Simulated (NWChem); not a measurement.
SiH cation, singlet

Computed with NWChem. Low-valent species are run as closed-shell singlets; no triplet was tried in these runs. All runs use the structure optimised with PBE0-D3(BJ)/def2-TZVP. Level: PBE0/def2-SVPD; the question gives the wavelength of the field.

**Question.** Predict the results for field static. Quantities: isotropic polarisability (bohr³); anisotropy (bohr³).

**Answer.** The isotropic polarisability (bohr³) is 20.9 and the anisotropy (bohr³) is 3.6.
